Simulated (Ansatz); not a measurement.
Input file for Ansatz (a program for electronic structure): R-B3LYP/def2-TZVPP on GeH4SSe (SMILES S[Se][GeH3]), a point of a torsion scan.

Ansatz 0.2 input:
```yaml
crystal:
  periodic: [false, false, false]
  atoms:
    - {symbol: S, position_ang: [2.31000284, 0.49399835, 0.18221455]}
    - {symbol: Se, position_ang: [0.88321744, -0.91726961, 1.05475850]}
    - {symbol: Ge, position_ang: [-1.13775348, -0.00397642, 0.26968448]}
    - {symbol: H, position_ang: [2.64392563, -0.23251676, -0.88664042]}
    - {symbol: H, position_ang: [-1.65964680, -0.74216875, -0.93303674]}
    - {symbol: H, position_ang: [-2.17412388, -0.09399228, 1.34880116]}
    - {symbol: H, position_ang: [-0.90736868, 1.42832591, -0.10491399]}
basis:
  gaussian:
    orbitals: def2-TZVPP
hamiltonian:
  xc: {name: B3LYP}
scf: {lower_state_search: off}
```

Program output:

```
WARN ansatz: RAYON_NUM_THREADS=1 ignored (pool sized by the plan → 1); use --threads N
Functional definition: B3LYP
these checks for a lower state are left out or cut short: stability, starts, cluster_reference, orbital_swaps, neighbouring_geometries, increment
integrals: 0.14 GiB planned
1330 factors; their error is unknown
mean field: 1.17 GiB planned
mean field evaluation 1: about -132770.9571 eV, gradient 2.3e1 eV
mean field evaluation 2: about -132771.0916 eV, gradient 2.3e1 eV
mean field evaluation 4: about -132771.6957 eV, gradient 1.5e0 eV
mean field evaluation 8: about -132772.2457 eV, gradient 1.1e-1 eV
mean field evaluation 16: about -132772.2457 eV, gradient 3.2e-6 eV
mean field -132772.24568815 eV, -4879.2900327791 hartree, gradient 3.2e-6 eV, S^2 0.000000; 0 other end points of the search recorded, 0 dependent functions left out
reference -132772.24594327 eV, -4879.2900421545 hartree; 43, 43 occupied and 151, 151 virtual orbitals, 1330 factors
Total energy: -132772.24594327 eV, -4879.2900421545 hartree
Checks for a lower state left out: stability, starts, cluster_reference, orbital_swaps, neighbouring_geometries, increment
```

The run converged.

Cost: very roughly 7 core-seconds.
